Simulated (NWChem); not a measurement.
The numbers come from NWChem runs, not from measurements. System: H₄BN, charge 0, spin multiplicity 1, displaced from the optimised geometry. Level: MP2/cc-pVDZ, 2 core orbitals frozen, spin-restricted.

NWChem printed:

```
             Northwest Computational Chemistry Package (NWChem) 7.3.0
             --------------------------------------------------------

                                NWChem Input Module
                                -------------------

 Scaling coordinates for geometry "geometry" by  1.889725989
 (inverse scale =  0.529177249)

                             Geometry "geometry" -> ""
                             -------------------------

 Output coordinates in angstroms (scale by  1.889725989 to convert to a.u.)

  No.       Tag          Charge          X              Y              Z
 ---- ---------------- ---------- -------------- -------------- --------------
    1 B                    5.0000     0.00000000     0.00000000    -0.77616900
    2 N                    7.0000     0.00000000     0.00000000     0.61117200
    3 H                    1.0000    -1.05745900     0.00000000    -1.36449800
    4 H                    1.0000     2.64364700     0.00000000    -2.24699100
    5 H                    1.0000     0.84635900     0.00000000     1.16582000
    6 H                    1.0000    -0.84635900     0.00000000     1.16582000

 Effective nuclear repulsion energy (a.u.)      29.9078346311

            Nuclear Dipole moment (a.u.)
            ----------------------------
        X                 Y               Z
 ---------------- ---------------- ----------------
     2.9974606864     0.0000000000    -1.6676642877


 Summary of "ao basis" -> "" (spherical)
 ------------------------------------------------------------------------------
       Tag                 Description            Shells   Functions and Types
 ---------------- ------------------------------  ------  ---------------------
 *                          cc-pvdz                   on all atoms

 Summary of "ao basis" -> "ao basis" (spherical)
 ------------------------------------------------------------------------------
       Tag                 Description            Shells   Functions and Types
 ---------------- ------------------------------  ------  ---------------------
 B                          cc-pvdz                  6       14   3s2p1d
 N                          cc-pvdz                  6       14   3s2p1d
 H                          cc-pvdz                  3        5   2s1p

                                 NWChem SCF Module
                                 -----------------

  ao basis        = "ao basis"
  functions       =    48
  atoms           =     6
  closed shells   =     8
  open shells     =     0
  charge          =   0.00
  wavefunction    = RHF
  use symmetry    = F
  symmetry adapt  = F

 Summary of "ao basis" -> "ao basis" (spherical)
 ------------------------------------------------------------------------------
       Tag                 Description            Shells   Functions and Types
 ---------------- ------------------------------  ------  ---------------------
 B                          cc-pvdz                  6       14   3s2p1d
 N                          cc-pvdz                  6       14   3s2p1d
 H                          cc-pvdz                  3        5   2s1p

 Forming initial guess at       0.0s

      Superposition of Atomic Density Guess
      -------------------------------------

 Sum of atomic energies:         -80.83008585

      Non-variational initial energy
      ------------------------------

 Total energy =     -81.478415
 1-e energy   =    -166.722495
 2-e energy   =      55.336245
 HOMO         =      -0.210857
 LUMO         =      -0.081948

 Starting SCF solution at       0.2s

 ----------------------------------------------
         Quadratically convergent ROHF

 Convergence threshold     :          1.000E-07
 Maximum no. of iterations :          100
 Final Fock-matrix accuracy:          1.000E-09
 ----------------------------------------------

              iter       energy          gnorm     gmax       time
             ----- ------------------- --------- --------- --------
                 1      -81.1995545795  7.51D-01  2.57D-01      0.2
                 2      -81.2692751897  2.78D-01  8.67D-02      0.2
                 3      -81.2801996812  2.06D-02  7.09D-03      0.2
[...]
   Bfn.  Coefficient  Atom+Function         Bfn.  Coefficient  Atom+Function
  ----- ------------  ---------------      ----- ------------  ---------------
    29      0.371627  3 H  s                  6     -0.335852  1 B  pz
    20      0.221573  2 N  pz                 4     -0.197485  1 B  px
    30      0.169637  3 H  s                  2      0.155279  1 B  s
    39      0.153423  5 H  s

 Vector    7  Occ=2.000000D+00  E=-4.925420D-01
              MO Center= -1.9D-03,  4.6D-18,  4.2D-01, r^2= 1.1D+00
   Bfn.  Coefficient  Atom+Function         Bfn.  Coefficient  Atom+Function
  ----- ------------  ---------------      ----- ------------  ---------------
    19      0.535591  2 N  py                22      0.432476  2 N  py
     5      0.211726  1 B  py

 Vector    8  Occ=2.000000D+00  E=-2.703193D-01
              MO Center=  1.9D+00,  4.3D-16, -1.8D+00, r^2= 2.6D+00
   Bfn.  Coefficient  Atom+Function         Bfn.  Coefficient  Atom+Function
  ----- ------------  ---------------      ----- ------------  ---------------
    35      0.492659  4 H  s                 34      0.322228  4 H  s
     7      0.250671  1 B  px                 3      0.233253  1 B  s
     4      0.206688  1 B  px

 Vector    9  Occ=0.000000D+00  E= 1.129006D-02
              MO Center=  1.1D+00, -4.6D-17, -1.4D+00, r^2= 3.5D+00
   Bfn.  Coefficient  Atom+Function         Bfn.  Coefficient  Atom+Function
  ----- ------------  ---------------      ----- ------------  ---------------
     3      0.499201  1 B  s                 35     -0.489078  4 H  s
     4      0.343029  1 B  px                 7      0.300888  1 B  px
    34     -0.238447  4 H  s                 45      0.229652  6 H  s
    30     -0.221349  3 H  s                  9     -0.219712  1 B  pz
     6     -0.195832  1 B  pz                 2      0.181059  1 B  s

 Vector   10  Occ=0.000000D+00  E= 1.086860D-01
              MO Center= -1.9D-02, -6.7D-16, -7.4D-01, r^2= 2.7D+00
   Bfn.  Coefficient  Atom+Function         Bfn.  Coefficient  Atom+Function
  ----- ------------  ---------------      ----- ------------  ---------------
     8      0.795473  1 B  py                22     -0.442117  2 N  py
     5      0.407882  1 B  py                19     -0.255126  2 N  py

 Vector   11  Occ=0.000000D+00  E= 1.559901D-01
              MO Center= -3.1D-01, -3.8D-16,  1.2D+00, r^2= 3.7D+00
   Bfn.  Coefficient  Atom+Function         Bfn.  Coefficient  Atom+Function
  ----- ------------  ---------------      ----- ------------  ---------------
    17      1.349540  2 N  s                 45     -1.154188  6 H  s
    40     -0.752931  5 H  s                 23      0.391483  2 N  pz
    30     -0.330591  3 H  s                  3      0.301703  1 B  s
     9     -0.238267  1 B  pz

 center of mass
 --------------
 x =   0.10401285 y =   0.00000000 z =  -0.08306614

 moments of inertia (a.u.)
 ------------------
          76.818376792263           0.000000000000          15.935063491951
           0.000000000000         110.837748274248           0.000000000000
          15.935063491951           0.000000000000          34.019371481985

  Mulliken analysis of the total density
  --------------------------------------

    Atom       Charge   Shell Charges
 -----------   ------   -------------------------------------------------------
    1 B    5     4.90   2.00  0.59  0.44  1.22  0.53  0.12
    2 N    7     7.09   2.00  0.73  0.55  2.42  1.38  0.02
    3 H    1     1.00   0.72  0.26  0.02
    4 H    1     1.30   0.46  0.84  0.00
    5 H    1     0.85   0.70  0.08  0.06
    6 H    1     0.86   0.70  0.09  0.06

       Multipole analysis of the density wrt the origin
       ------------------------------------------------

     L   x y z        total         open         nuclear
     -   - - -        -----         ----         -------
     0   0 0 0     -0.000000      0.000000     16.000000

     1   1 0 0     -1.616677      0.000000      2.997461
     1   0 1 0     -0.000000      0.000000      0.000000
     1   0 0 1      1.779601      0.000000     -1.667664

     2   2 0 0    -16.895305      0.000000     34.067011
     2   1 1 0      0.000000      0.000000      0.000000
     2   1 0 1      6.262193      0.000000    -16.060327
     2   0 2 0    -11.933384      0.000000      0.000000
     2   0 1 1      0.000000      0.000000      0.000000
     2   0 0 2    -14.648617      0.000000     54.480178

                   NWChem MP2 Semi-direct Energy/Gradient Module
                   ---------------------------------------------

  Basis functions       =     48
  Molecular orbitals    =     48
  Frozen core           =      2
  Frozen virtuals       =      0
  Active alpha occupied =      6
  Active beta occupied  =      6
  Active alpha virtual  =     40
  Active beta virtual   =     40
  Use MO symmetry       = F
  Use skeleton AO sym   = F

  AO/Fock/Back tols     =   1.0D-09  1.0D-09  1.0D-09

 GA uses MA = F    GA memory limited = T

 Available:
  local mem=  1.26D+08
 global mem=  1.44D+08
 local disk=  0.00D+00
  mp2_memr nvloc                    40
  nvloc new                    40
   1 passes of   6:        3145728                      10820                    948933.
   1 passes of   6: M    126154262           G      144174592           F     123008534.

 Semi-direct pass number   1 of   1  for RHF alpha+beta  at        0.3s
  vrange nnbf                  1158
  mp2_eaftype                    10  avail_ma_in_mb                  1099
 EAF : mp2_eaftype filesize          10     474467.
  mp2_eaf for mointskh                     10
Node 0 wrote      2.2 Mb in      0.0 s     Agg I/O rate:  1921.7 Mb/s
 Done moints_semi at        0.7s
  mp2_eaftype                    10  avail_ma_in_mb                  1089
 EAF : mp2_eaftype filesize          10     474467.
  mp2_eaf for kh                    10
 Done maket at        0.7s
 Done multipass loop at        0.7s

          -------------------------------------------
          SCF energy                 -81.280273451606
          Correlation energy          -0.285353624844
          Singlet pairs               -0.198934934687
          Triplet pairs               -0.086418690157
          Total MP2 energy           -81.565627076449
          -------------------------------------------

          ---------------------------------------------------
                    Spin Component Scaled (SCS) MP2
          Same spin pairs                     -0.057612460105
          Same spin scaling factor             0.333333333333
          Opposite spin pairs                 -0.227741164739
          Opposite spin scaling fact.          1.200000000000
          SCS-MP2 correlation energy          -0.292493551055
          Total SCS-MP2 energy               -81.572767002661
          ---------------------------------------------------

 -----------------------
 Performance information
 -----------------------

 Timer overhead =  1.31D-07 seconds/call

               Nr. of calls         CPU time (s)                 Wall time (s)                GFlops
             ---------------    -------------------     ------------------------------   -------------------
Name         Min   Avg   Max    Min     Avg     Max     Min     Avg     Max   Mx/calls   Min     Max     Sum
mp2: moin     1     1     1   0.42    0.42    0.42     0.42    0.42    0.42    0.42      0.0     0.0     0.0
mp2: make     1     1     1   2.33E-2 2.33E-2 2.33E-2  2.33E-2 2.33E-2 2.33E-2 2.33E-2   0.0     0.0     0.0
mp2: tota     1     1     1   0.45    0.45    0.45     0.45    0.45    0.45    0.45      0.0     0.0     0.0

 The average no. of pstat calls per process was 3.00D+00
 with a timing overhead of 3.93D-07s

 Task  times  cpu:        0.7s     wall:        0.7s

 Total times  cpu:        0.8s     wall:        0.8s
```

Q: Write an NWChem input that would produce this output.

A: Several could match; the one computed here: 
```
start mol
memory heap 200 mb stack 900 mb global 1100 mb
geometry units angstroms nocenter noautoz noautosym
  B      0.000000     0.000000    -0.776169
  N      0.000000     0.000000     0.611172
  H     -1.057459     0.000000    -1.364498
  H      2.643647     0.000000    -2.246991
  H      0.846359     0.000000     1.165820
  H     -0.846359     0.000000     1.165820
end
basis spherical
  * library cc-pvdz
end
scf
  rhf
  nopen 0
  maxiter 100
  thresh 1e-7
  semidirect memsize 60000000 filesize 0
end
mp2
  freeze core 2
end
task mp2 energy
```
